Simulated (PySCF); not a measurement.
PbFCl, SMILES [Pb]([F])[Cl] (connectivity only; charge and spin as stated), neutral, multiplicity 1.

The structure is a stationary point at r2SCAN-D4/def2-TZVP. The def2 effective core potentials stand for the cores of Pb; spin–orbit coupling is left out.

The numbers are results of B3LYP/def2-TZVPD in PySCF, not measurements.

Symmetry labels are those of the subgroup Cs that the program uses (full group Cs).

Computed valence orbital energies around the gap with their symmetry:
```
orbital  symmetry  energy (eV)
-------  --------  -----------
HOMO−7         A'       -21.27
HOMO−6         A'       -14.46
HOMO−5         A'       -10.32
HOMO−4         A"       -10.14
HOMO−3         A'       -10.09
HOMO−2         A"        -8.61
HOMO−1         A'        -8.57
HOMO           A'        -8.31
LUMO           A"        -3.33
LUMO+1         A'        -1.27
LUMO+2         A'        -1.21
LUMO+3         A'         0.03
```
